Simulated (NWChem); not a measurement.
Species: CH$_{4}$ClFSi; SMILES C[SiH](F)Cl

```xyz
8

Si    -0.0931     0.4038    -0.3781
C      1.3493     1.3661     0.2678
F     -1.4504     0.9397     0.3284
Cl     0.1114    -1.5862     0.1130
H     -0.2878     0.5021    -1.8447
H      1.2372     2.4349     0.0273
H      2.2883     1.0050    -0.1785
H      1.4223     1.2607     1.3608
```
Atoms are numbered in this order, from 1.

Results from NWChem. Structure relaxed at the PBE0/def2-SVP level. Level: PBE/def2-SVP with SMD (1 M gas to 1 M solution), gas-phase geometry. Reactions with the solvent are ignored.

Order these by “solvation free energy (kcal/mol)”, lowest first: ethyl acetate; water; n-hexane.

ethyl acetate (-2.9), n-hexane (-2.3), water (0.3)
